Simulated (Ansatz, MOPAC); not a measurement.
System: dialuminium oxide, Al₂O (charge 0, singlet). SMILES: [Al][O][Al]

Atoms: Al1, O2, Al3. Bonds: Al1-O2, O2-Al3.

Bond lengths (Å) and angles (degrees) optimised at PM6 with MOPAC; HF/STO-3G with Ansatz (an electronic-structure program); B3LYP/6-31G* with Ansatz; MP2/6-31G* with Ansatz, each started from the B3LYP-D3(BJ)/def2-TZVP structure (Ansatz) of the last column. A row stands for all coordinates that are equal there. 6-31G* holds six Cartesian d functions. At PM6 the structure is a saddle point. No wavenumbers were computed at HF/STO-3G, MP2/6-31G*, so these may be saddle points.

```csv
coordinate,PM6,HF/STO-3G,B3LYP/6-31G*,MP2/6-31G*,B3LYP-D3(BJ)/def2-TZVP
Al1-O2,1.708,1.639,1.728,1.733,1.710
Al1-O2-Al3,180.0,180.0,180.0,180.0,180.0
```

Mean signed difference of all 2 bond lengths from B3LYP-D3(BJ)/def2-TZVP: PM6 -0.003 Å, HF/STO-3G -0.071 Å, B3LYP/6-31G* 0.018 Å, MP2/6-31G* 0.023 Å.
